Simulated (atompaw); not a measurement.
Plane-wave convergence, PAW (atompaw) potential for cobalt (Co)

* Element: cobalt
* Generator: atompaw 4.2.0.5
* Type: PAW
* Functional: PBE
* Relativity: scalar-relativistic
* Frozen core: [Ne]
* Valence charge: 17
* Reference configuration: 3s2 3p6 3d7 4s2 4p0
* Partial waves: 3s (bound): rc 1.15 bohr; 4s (bound): rc 1.85 bohr; 3p (bound): rc 1.40 bohr; 4p (bound, empty): rc 1.85 bohr; 3d (bound): rc 1.85 bohr; 3d channel at 4.25 Ry: rc 1.85 bohr
* Local potential: bessel scheme, radius 1.55 bohr
* Core correction: smooth core density matched at 1.50 bohr
* Augmentation charge: besselshape compensation charge, radius 1.40 bohr; PAW radius 1.85 bohr; waves and projectors: custom rrkj gramschmidtortho

The pseudo-atom Hamiltonian at the reference potential is diagonalised in spherical Bessel functions j_l(qr) that vanish at 20 bohr, with q² up to the cutoff. All-electron valence levels (Ry): 3s -7.5266, 4s -0.4020, 3p -4.8242, 4p -0.0938, 3d -0.6030.

How do the lowest levels (Ry) of each channel move with the cutoff, and are there ghosts?

```
cutoff (Ry)     s #1     s #2    s #3     p #1     p #2     d #1    f #1  Σ f·Δε (mRy)
          8  -2.7841  -0.3927  0.0046  -0.1016   0.0467   0.0612  0.1119       42489.2
         15  -6.5457  -0.4019  0.0037  -3.2249  -0.0935  -0.1380  0.1119       14813.2
         30  -7.4900  -0.4021  0.0037  -4.7898  -0.0938  -0.6021  0.1119         286.1
         45  -7.5257  -0.4021  0.0037  -4.8231  -0.0938  -0.6028  0.1119           9.8
         70  -7.5263  -0.4021  0.0037  -4.8240  -0.0938  -0.6030  0.1119           1.9
        100  -7.5266  -0.4021  0.0037  -4.8242  -0.0938  -0.6030  0.1119           0.5
        400  -7.5266  -0.4021  0.0037  -4.8242  -0.0938  -0.6030  0.1119           0.0
```

Result: no extra level below or beside the all-electron valence levels (s, p, d, f tested); 10 mRy is reached at 45 Ry and 1 mRy at 80 Ry.
